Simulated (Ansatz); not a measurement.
CH₅BO₂S (`CSB(O)O`) at its PBE0-D4/def2-TZVP geometry, where that method's forces vanish. Charge 0, multiplicity 1.

```xyz
10

C    -0.1177   -1.5348   -0.4903
S     1.0080   -0.4849    0.4562
B     0.1726    1.1440    0.4150
O     0.7482    2.2034    1.0430
O    -1.0098    1.3794   -0.2119
H    -0.2143   -1.1866   -1.5197
H     0.3164   -2.5335   -0.5094
H    -1.0966   -1.5990   -0.0130
H     1.5799    1.9998    1.4737
H    -1.3866    0.6121   -0.6437
```

Question: What forces (eV/Å) does ωB97M-V/def2-TZVPP give on these atoms in Ansatz 0.2.0? (Estimate.)

Answer: Ansatz gave: 
```
C1  -0.105 -0.097 -0.088
S2   0.120 -0.003  0.069
B3   0.029 -0.086 -0.006
O4   0.112  0.106  0.094
O5  -0.152 -0.031 -0.098
H6  -0.004 -0.032  0.087
H7  -0.047  0.082 -0.005
H8   0.077  0.005 -0.051
H9  -0.033  0.019 -0.014
H10  0.004  0.036  0.013
```
